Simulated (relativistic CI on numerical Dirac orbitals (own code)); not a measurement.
**Cu⁴⁺ in a cubic cluster: L2,3 absorption with charge transfer**

Computed with a charge-transfer multiplet model of a cubic metal-ligand cluster with up to 3 ligand holes, Slater and spin-orbit integrals from Dirac-Coulomb-Breit ions, Slater integrals scaled by 0.7. The parameters are those of a tetrahedral site (10Dq negative, t2 hopping the larger). The ground state mixes d7 with configurations of k ligand holes L, whose averages lie at kΔ + k(k − 1)U_dd/2; a core hole lowers each added d electron by U_cd. 20 K, Lorentzian 0.4 eV and Gaussian 0.3 eV FWHM.

Atomic integrals in eV (Slater integrals scaled, ζ unscaled), ground: F2dd 10.358, F4dd 6.495, zeta_d 0.120; with the core hole: F2dd 10.861, F4dd 6.812, zeta_d 0.150, zeta_core 13.370, F2cd 6.618, G1cd 5.133, G3cd 2.922.

Cluster parameters (eV): U_dd = 6.4, U_cd = 8.1, 10Dq = -0.4, 10Dq(ligand) = 0, V(eg) = 0.97, V(t2g) = -1.66, final-state hopping factor = 0.8.

```
       Case   n_d    d7   d8L  d9L2  d10L3     S
Δ = -1.5 eV  7.68  0.39  0.54  0.07   0.00  1.50
Δ = -0.5 eV  7.55  0.50  0.46  0.04   0.00  1.50
 Δ = 0.5 eV  7.43  0.60  0.37  0.03   0.00  1.50
 Δ = 2.5 eV  7.25  0.76  0.23  0.01   0.00  1.50
 Δ = 3.5 eV  7.20  0.81  0.18  0.01   0.00  1.50
```

Weights, n_d and S are thermal averages at 20 K. Photon energies count from the first peak over 30 % of the highest in each spectrum, which can be another peak from case to case. The parameters are a model scan and need not match a compound or its usual spin state. Peaks in eV (height, largest 100):
- Δ = -1.5 eV: 0.0 (100), 3.0 (13), 4.6 (9), 20.3 (26), 21.1 (23), 24.9 (5)
- Δ = -0.5 eV: 0.0 (100), 3.1 (17), 3.6 (15), 4.9 (9), 20.5 (29), 21.3 (24)
- Δ = 0.5 eV: 0.0 (100), 0.4 (95), 2.0 (21), 3.2 (19), 3.7 (16), 20.7 (33)
- Δ = 2.5 eV: 0.0 (100), 0.7 (98), 3.8 (14), 4.5 (12), 21.2 (46), 22.5 (13)
- Δ = 3.5 eV: 0.0 (47), 0.7 (98), 1.4 (100), 4.6 (12), 21.9 (50), 23.5 (12), 24.2 (7)

For the case Δ = 0.5 eV, Δ = 0.5 eV is smaller than U_dd = 6.4 eV, the charge-transfer side of the Zaanen-Sawatzky-Allen scheme. With the core hole the configuration with one ligand hole lies at Δ + U_dd − U_cd = -3.2, -2.2, -1.2, 0.8, 1.8 eV from the one without, in the order of the table; where this is negative the screened configuration lies lower, though the effective hopping of about 2.1 eV (from the holes of the mixed ground state) mixes the two strongly wherever it is as large as the gap.
